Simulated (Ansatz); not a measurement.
System: (2-methylpropan-2-yl)oxyboronic acid, C4H11BO3, net charge 0, singlet state. SMILES: CC(C)(C)OB(O)O
Structure (B3LYP-D3(BJ)/def2-TZVP (Ansatz, a first-principles code) minimum search):
```xyz
19

C     -1.2499     0.9599    -1.0971
C     -1.0531    -0.1174    -0.0327
C     -1.2686     0.4381     1.3733
C     -1.9830    -1.2984    -0.2892
O      0.2820    -0.6722    -0.1398
B      1.4611    -0.0111     0.0087
O      2.6369    -0.7123    -0.1305
O      1.5348     1.3301     0.2925
H     -2.2794     1.3213    -1.0773
H     -1.0511     0.5493    -2.0883
H     -0.5837     1.8035    -0.9263
H     -1.0828    -0.3387     2.1167
H     -2.2988     0.7799     1.4866
H     -0.6025     1.2768     1.5679
H     -3.0259    -0.9838    -0.2306
H     -1.8006    -1.7159    -1.2801
H     -1.8136    -2.0814     0.4508
H      2.4826    -1.6411    -0.3279
H      2.4474     1.6277     0.3622
```

Parts of the frozen-core correlation energy in aug-cc-pVDZ (Ansatz, hartree). Frozen orbitals: 8; correlated occupied orbitals by spin: 24 and 24; virtual: 251 and 251. Spin-orbit coupling is left out. No relativistic terms.

```json
[
 {"term": "reference (HF)", "value": "-407.38199"},
 {"term": "MP2 opposite-spin", "value": "-0.95541"},
 {"term": "MP2 same-spin", "value": "-0.32352"},
 {"term": "CCSD correlation", "value": "-1.34452"},
 {"term": "(T)", "value": "-0.04382"},
 {"term": "T1 diagnostic", "value": "0.012"},
 {"term": "largest doubles amplitude", "value": "0.011"}
]
```
